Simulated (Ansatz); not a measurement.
`[SeH][SiH2][SeH]` + HBr → `[SeH][SiH2]Br` + H₂Se at 600 K and 1 bar (ligand exchange at the Si–Se bond).

Isolated molecules relaxed with PBE0-D4/def2-TZVP in Ansatz; ΔE leaves out vibrations. CCSD(T)/CBS adds triple-zeta CCSD(T) − MP2 to the extrapolated MP2 energy (def2 sets, frozen cores). For Br, Se outer-core shells are correlated without core-valence functions, which leaves a few kJ/mol of doubt a bond. Scalar relativity is left out up to krypton. One conformer a species, not always the lowest.

```
           species  CCSD(T)/CBS energy (Eh)  H − E (kJ/mol)  S (J/(mol·K))
`[SeH][SiH2][SeH]`              -5092.94208           139.3          409.6
               HBr              -2573.91920            33.5          219.1
   `[SeH][SiH2]Br`              -5264.97418           113.9          393.2
              H₂Se              -2401.89790            57.0          244.8
```

H − E and S are ideal-gas, rigid-rotor, harmonic terms from PBE0-D4/def2-TZVP, for one conformer and one mirror image of each species. 1 Eh = 2625.50 kJ/mol, R = 8.31446 J/(mol·K).

Task: By hand: ΔE, ΔH, ΔS and ΔG.

Result: ΔE = (-5264.97418) + (-2401.89790) − (-5092.94208) − (-2573.91920) = -0.01080 Eh = -28.4 kJ/mol. Δ(H − E) = 113.9 + 57.0 − 139.3 − 33.5 = -1.9, so ΔH = -30.3 kJ/mol. ΔS = 393.2 + 244.8 − 409.6 − 219.1 = 9.3 J/(mol·K). ΔG = -30.3 − 600 × (9.3)/1000 = -35.9 kJ/mol.

Task: By hand: the equilibrium constant, and the temperature at which ΔG would vanish if ΔH and ΔS stayed fixed.

Result: log₁₀ K = −ΔG/(RT ln 10) = 3.1. ΔH and −TΔS have one sign here, so there is no such temperature.

The number of gas molecules stays the same, so ΔS is small and ΔH decides. A doubt of 5 kJ/mol in ΔE shifts log₁₀ K by 0.4 here. Other conformers and mirror images would add mixing entropy, several J/(mol·K) or more a flexible species. These are equilibria of isolated gas molecules and say nothing of rates. Largest T1 diagnostic: 0.009 (customary marks: 0.02 for closed shells, 0.045 for open ones).

ΔS is within the doubt of such terms, so its sign, and with it that verdict, could turn.
